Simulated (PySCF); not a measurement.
**Building multiplets from coupling constants**

Mapped SMILES: `[F:1][C:2]([F:3])=[C:4]([F:5])[C:6]([F:7])([F:8])[C:9]([F:10])([F:11])[F:12]`.

Method: coordinates at the PBE0-D3(BJ)/def2-SVP level, shieldings: GIAO KT3/pcSseg-2, couplings computed with B3LYP/pcJ-1, in PySCF (one computed conformer, no solvent model, relativity neglected, averaged over atoms made equivalent by symmetry, fast rotation or ring inversion).

Chemical shifts δ = σref − σ; 19F (146.91 ppm) against CFCl3, all at this level.

Spectrometer: 600 MHz for 1H. First-order analysis; couplings under 1 Hz (under 4 Hz in carbon signals) are ignored, and nearly equal couplings are merged; the smaller ones broaden or split the lines further.

**Question.** What pattern does F1 show (19F)?

**Answer.** A doublet of doublets of triplets at δ -103.4: 72.5 Hz to F5 (1 × 19F, 3 bonds away), 56.9 Hz to F3 (1 × 19F, 2 bonds away), 3.7 Hz to F7/F8 (2 × 19F, 4 bonds away). Lines in Hz from the centre (relative intensity): +68.4 (1), +64.7 (2), +61.0 (1), +11.5 (1), +7.8 (2), +4.1 (1), -4.1 (1), -7.8 (2), -11.5 (1), -61.0 (1), -64.7 (2), -68.4 (1). The outer lines are 136.8 Hz apart, the sum of the couplings kept, or 0.242 ppm at this field.

**Question.** What pattern does F10/F11/F12 show (19F)?

**Answer.** A triplet of doublets of doublets at δ -113.1: 8.1 Hz to F7/F8 (2 × 19F, 3 bonds away), 5.5 Hz to F5 (1 × 19F, 4 bonds away), 1.0 Hz to F3 (1 × 19F, 5 bonds away). Lines in Hz from the centre (relative intensity): +11.3 (1), +10.3 (1), +5.8 (1), +4.8 (1), +3.2 (2), +2.2 (2), -2.2 (2), -3.2 (2), -4.8 (1), -5.8 (1), -10.3 (1), -11.3 (1). The outer lines are 22.7 Hz apart, the sum of the couplings kept, or 0.040 ppm at this field.
